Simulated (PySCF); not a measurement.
Can point charges reproduce the dipole moment of `c1c[n+]([O-])cc(c1)C1CC1`?

Coordinates (GFN2-xTB, Å) and charges (e) from the PBE0/pcSseg-1 density (PySCF):

```json
{"atom": "O1", "x": "2.435", "y": "2.036", "z": "0.929", "Mulliken": "-0.4484", "IAO": "-0.5242", "Hirshfeld": "-0.3014", "ESP-fitted": "-0.5410"}
{"atom": "N2", "x": "1.946", "y": "0.969", "z": "0.486", "Mulliken": "-0.1672", "IAO": "+0.3025", "Hirshfeld": "+0.1217", "ESP-fitted": "+0.4897"}
{"atom": "C3", "x": "2.744", "y": "-0.063", "z": "0.126", "Mulliken": "+0.2262", "IAO": "-0.1006", "Hirshfeld": "-0.0079", "ESP-fitted": "-0.1945"}
{"atom": "C4", "x": "2.218", "y": "-1.235", "z": "-0.362", "Mulliken": "-0.1775", "IAO": "-0.1482", "Hirshfeld": "-0.0449", "ESP-fitted": "-0.1619"}
{"atom": "C5", "x": "0.848", "y": "-1.383", "z": "-0.494", "Mulliken": "+0.0225", "IAO": "-0.1791", "Hirshfeld": "-0.0629", "ESP-fitted": "-0.2281"}
{"atom": "C6", "x": "0.018", "y": "-0.324", "z": "-0.125", "Mulliken": "-0.2524", "IAO": "+0.0197", "Hirshfeld": "+0.0106", "ESP-fitted": "+0.0758"}
{"atom": "C7", "x": "-1.446", "y": "-0.450", "z": "-0.255", "Mulliken": "-0.2187", "IAO": "-0.1381", "Hirshfeld": "-0.0370", "ESP-fitted": "-0.1767"}
{"atom": "C8", "x": "-2.373", "y": "0.194", "z": "0.745", "Mulliken": "-0.1686", "IAO": "-0.2837", "Hirshfeld": "-0.0821", "ESP-fitted": "-0.2762"}
{"atom": "C9", "x": "-2.296", "y": "0.735", "z": "-0.641", "Mulliken": "-0.1686", "IAO": "-0.2836", "Hirshfeld": "-0.0822", "ESP-fitted": "-0.2774"}
{"atom": "C10", "x": "0.607", "y": "0.830", "z": "0.358", "Mulliken": "+0.3018", "IAO": "-0.1101", "Hirshfeld": "-0.0083", "ESP-fitted": "-0.1512"}
{"atom": "H11", "x": "3.802", "y": "0.106", "z": "0.251", "Mulliken": "+0.1147", "IAO": "+0.1826", "Hirshfeld": "+0.0635", "ESP-fitted": "+0.1768"}
{"atom": "H12", "x": "2.886", "y": "-2.035", "z": "-0.638", "Mulliken": "+0.1061", "IAO": "+0.1694", "Hirshfeld": "+0.0629", "ESP-fitted": "+0.1777"}
{"atom": "H13", "x": "0.426", "y": "-2.299", "z": "-0.876", "Mulliken": "+0.0771", "IAO": "+0.1550", "Hirshfeld": "+0.0518", "ESP-fitted": "+0.1571"}
{"atom": "H14", "x": "-1.756", "y": "-1.411", "z": "-0.647", "Mulliken": "+0.0976", "IAO": "+0.1501", "Hirshfeld": "+0.0517", "ESP-fitted": "+0.1705"}
{"atom": "H15", "x": "-1.930", "y": "0.761", "z": "1.549", "Mulliken": "+0.1445", "IAO": "+0.1521", "Hirshfeld": "+0.0500", "ESP-fitted": "+0.1368"}
{"atom": "H16", "x": "-3.255", "y": "-0.356", "z": "1.036", "Mulliken": "+0.1377", "IAO": "+0.1561", "Hirshfeld": "+0.0533", "ESP-fitted": "+0.1525"}
{"atom": "H17", "x": "-1.800", "y": "1.679", "z": "-0.802", "Mulliken": "+0.1445", "IAO": "+0.1521", "Hirshfeld": "+0.0500", "ESP-fitted": "+0.1367"}
{"atom": "H18", "x": "-3.125", "y": "0.560", "z": "-1.310", "Mulliken": "+0.1377", "IAO": "+0.1561", "Hirshfeld": "+0.0533", "ESP-fitted": "+0.1534"}
{"atom": "H19", "x": "0.041", "y": "1.696", "z": "0.665", "Mulliken": "+0.0908", "IAO": "+0.1718", "Hirshfeld": "+0.0584", "ESP-fitted": "+0.1798"}
```

Q: What dipole does each set of charges give (1 e·Å = 4.803 D), and what does the density give?

A: The full density gives (-2.45, -3.36, -1.45) D, 4.40 D in size; dipole vectors point from the negative to the positive end.

```
    scheme     μx     μy     μz  size (D)  share of the full size (%)  angle to the full dipole (°)
  Mulliken  -3.36  -2.94  -1.33      4.65                         106                            12
       IAO  -2.68  -4.01  -1.72      5.12                         116                             2
 Hirshfeld  -1.97  -2.42  -1.05      3.29                          75                             3
ESP-fitted  -2.49  -3.37  -1.45      4.44                         101                             0
```

Q: Which set comes closest?

A: Length of the difference vector: ESP-fitted 0.04 D, IAO 0.74 D, Mulliken 1.00 D, Hirshfeld 1.12 D. Closest: ESP-fitted. 

Q: What is left for the Hirshfeld atoms' own dipoles?

A: The shares of the density sum to the whole, so what Σ q r misses lies in dipoles about the nuclei. The atomic dipoles sum to (-2.45, -3.36, -1.45) − (-1.97, -2.42, -1.05) = (-0.48, -0.94, -0.40) D, 1.12 D in size.

Q: With the origin at the mean of the coordinates, (-0.001, 0.000, 0.000) Å, which are the largest single terms, by size, of the IAO dipole along the direction of the full one?

A: O1 +8.10, N2 -2.88, H11 -2.00, H14 +1.63, H13 +1.34 D; all 19 atoms together +5.11 D. The single terms depend on the origin, their sum doesn't.

Q: Give the size of the full dipole in other units.

A: 4.40 D = 1.732 au = 0.916 e·Å = 14.68 × 10⁻³⁰ C·m.

One conformer (not necessarily the lowest) at the GFN2-xTB geometry, without solvent, vibrations or thermal averaging.

Shape of the structure used: `[O-:1][n+:2]1[cH:3][cH:4][cH:5][c:6]([CH:7]2[CH2:8][CH2:9]2)[cH:10]1`: C5–C6–C7–C8 145°.
